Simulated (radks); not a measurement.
Results of a calculation; reference values are marked as such.
The table gives one normalised radial function P(r) = r R(r) (large component) of He+ in 5s1 (r in bohr). Code: a radial shooting solver on a logarithmic mesh with Libxc functionals. Model: Dirac Kohn-Sham, LDA (Slater exchange, Perdew-Wang correlation), spin-unpolarised, spherical densities, point nucleus.

r	P
0.08567	0.0366
0.0966	0.0403
0.1089	0.0443
0.1238	0.0487
0.1396	0.0530
0.1574	0.0574
0.1774	0.0619
0.2017	0.0665
0.2274	0.0705
0.2563	0.0740
0.289	0.0768
0.3285	0.0787
0.3704	0.0790
0.4176	0.0776
0.4708	0.0740
0.5351	0.0673
0.6034	0.0580
0.6803	0.0453
0.7732	0.0280
0.8718	0.0083
0.9829	-0.0143
1.108	-0.0389
1.26	-0.0658
1.42	-0.0894
1.601	-0.1084
1.805	-0.1198
2.052	-0.1195
2.314	-0.1047
2.609	-0.0746
2.965	-0.0268
3.343	0.0282
3.769	0.0853
4.249	0.1333
4.83	0.1593
5.445	0.1477
6.14	0.0970
6.923	0.0144
7.868	-0.0887
8.871	-0.1716
10	-0.2080
11.28	-0.1757
12.82	-0.0709
14.45	0.0626
16.29	0.1977
18.52	0.2962
20.88	0.3078
23.54	0.2448
26.54	0.1511
30.17	0.0689
34.01	0.0258
38.35	0.0077
43.24	0.0018
49.15	0.0003
55.41	0.0000

Which n and l does it have? It may be an empty orbital.

Answer. n = 5, l = 0: the number of nodes gives n - l - 1 = 4, the rise at small r points to l (this Dirac orbital starts as r^gamma with gamma = sqrt((l + 1)^2 - (Z/c)^2) = 1.00; the j = 1/2 orbital of l + 1 starts with the same power, but with a smaller coefficient, and then steepens), and the extent must fit the shell. The curve is that of 5s1/2. 5s1/2: eigenvalue -1.870 eV, 4 radial nodes at r = 0.913, 3.15, 7.05, 13.7 bohr, <r> = 18.4 bohr, 90 % of the charge inside 25.0 bohr.
